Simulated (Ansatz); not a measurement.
`[F][Ga]([F])[O][SiH3]` + `C#N` → `N#[C][Ga]([F])[F]` + `O[SiH3]`  (formal exchange of groups at a Ga–O bond)

Computed with Ansatz on PBE0-D4/def2-TZVP structures; ΔE is electronic, products minus reactants. CBS: MP2 limit from def2 TZ/QZ plus the TZ coupled-cluster correction, frozen cores. This one scheme is used for every species. For Ga outer-core shells are correlated without core-valence functions, which leaves a few kJ/mol of doubt a bond. Scalar relativity is left out up to krypton. One conformer a species, not always the lowest.

`[F][Ga]([F])[O][SiH3]`:

Z-matrix (Å, degrees):
```
Si
O 1 1.645
H 1 1.482 2 107.5
H 1 1.486 2 110.5 3 -119.7
H 1 1.486 2 110.4 3 119.7
Ga 2 1.744 1 138.9 3 177.2
F 6 1.728 2 120.7 1 179.8
F 6 1.733 2 122.0 1 -0.2
```

`C#N`:

Cartesian coordinates in Å:
```
C -0.022 -0.007 -0.011
N 0.963 0.315 0.478
H -0.941 -0.307 -0.467
```

`N#[C][Ga]([F])[F]`:

```xyz
5

N    -0.082    0.204   -2.415
C    -0.043    0.107   -1.269
Ga    0.021   -0.053    0.627
F    -0.451   -1.505    1.429
F     0.555    1.247    1.628
```

`O[SiH3]`:

```xyz
6

O     1.077    0.477   -0.505
Si   -0.238   -0.289    0.126
H     1.050    1.432   -0.568
H    -0.508    0.142    1.525
H     0.083   -1.735    0.099
H    -1.464   -0.028   -0.677
```

| species | CCSD(T)/CBS(def2) energy (Eh) |
| --- | --- |
| `[F][Ga]([F])[O][SiH3]` | -2489.72997 |
| `C#N` | -93.32098 |
| `N#[C][Ga]([F])[F]` | -2216.34654 |
| `O[SiH3]` | -366.69042 |

Q: Work out ΔE.

A: ΔE = (-2216.34654) + (-366.69042) − (-2489.72997) − (-93.32098) = 0.01399 Eh = +8.8 kcal/mol.

Largest T1 diagnostic among the species: 0.015.

Leaving LDA and LC-ωPBE aside and taking each functional with its dispersion term where it has one, the values, not all of them listed here, spread over 3.1 kcal/mol, from revPBE-D4 to BHLYP-D4. At CCSD(T), def2-SVP lies +2.8 kcal/mol from the extrapolated value and def2-TZVPP −0.2 kcal/mol.
